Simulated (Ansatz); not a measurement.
Species: AlN, charge 0, triplet. AlN (SMILES [N]=[Al], triplet).
B3LYP-D3(BJ)/def2-TZVP minimum from Ansatz (an electronic-structure program):
```
Al
N 1 1.7925
```
Charge 0, spin multiplicity 3.

Property: atomisation energy (electronic, to ground-state atoms), in kcal/mol. Open shells are spin-unrestricted; no spin-orbit coupling. CBS(X,Y): correlation extrapolated as X^-3, Hartree-Fock from the larger set (Q,5: extrapolated as (X+1)exp(-9√X)). A bracket is a step between two methods taken in the basis named. The functionals are non-relativistic, so their misses hold any scalar relativity. Double hybrids freeze cores in their MP2 part. '+ core + X2C': CCSD(T) terms for core correlation (cc-pwCVTZ, 1s frozen past Ne) and scalar relativity (cc-pVTZ-DK). For partners of very few electrons the exact lower level stands in for a higher one. The UHF reference of AlN ([N]=[Al], triplet) is spin-contaminated (<S^2> up to 0.07 over the pure value in the sets run). The determinant of AlN ([N]=[Al], triplet) is a saddle point of the SCF energy; a lower one exists, which strains HF and MP2.

CCSD(T)/CBS(cc-pV(Q+d)Z,cc-pV(5+d)Z) + [CCSDT(Q) - CCSD(T)]/cc-pV(Q+d)Z + [CCSDTQ - CCSDT(Q)]/cc-pV(D+d)Z + core + X2C (Ansatz) gives 60.1 kcal/mol.

Q: How far off this value is PBE/def2-TZVPD (Ansatz), in which direction, and which of these levels come nearer: r2SCAN/def2-TZVPD, B3LYP/def2-TZVPD, PBE0/def2-TZVPD, wB97M-V/def2-TZVPD, B2PLYP/def2-TZVPD, CCSD(T)/CBS(cc-pV(Q+d)Z,cc-pV(5+d)Z) + core + X2C?

A: PBE gives 71.3 kcal/mol, 11.2 kcal/mol above it. Differences of the others: r2SCAN/def2-TZVPD (Ansatz) 2.4; B3LYP/def2-TZVPD (Ansatz) 3.8; PBE0/def2-TZVPD (Ansatz) 0.1; wB97M-V/def2-TZVPD (Ansatz) 2.0; B2PLYP/def2-TZVPD (Ansatz) -3.3; CCSD(T)/CBS(cc-pV(Q+d)Z,cc-pV(5+d)Z) + core + X2C (Ansatz) -1.5 kcal/mol. Nearer than PBE: r2SCAN/def2-TZVPD, B3LYP/def2-TZVPD, PBE0/def2-TZVPD, wB97M-V/def2-TZVPD, B2PLYP/def2-TZVPD, CCSD(T)/CBS(cc-pV(Q+d)Z,cc-pV(5+d)Z) + core + X2C.
